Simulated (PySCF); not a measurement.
All values below come from M06-2X/def2-TZVP // B3LYP-D3(BJ)/def2-TZVP (PySCF). All species are isolated molecules in the gas phase. One relaxed conformer stands for a flexible species; it need not be the lowest. Excitations are Tamm–Dancoff values on a coarser integration grid. The basis has no diffuse functions, so Rydberg states are missing or too high.

Reference species (SMILES): `CBBO` (C–B–B–O torsion -95°, B–B–O–H torsion 0°) (neutral, multiplicity 1).

```json
{
  "S1 excitation (TDA)": "4.37 eV",
  "HOMO": "-8.77 eV"
}
```

Changed species: `B(O)CB`.

Give the shifts of the S1 excitation (TDA) and HOMO.

the S1 excitation (TDA) increases by 1.35 eV, to 5.72 eV; the HOMO decreases by 1.20 eV, to -9.97 eV.
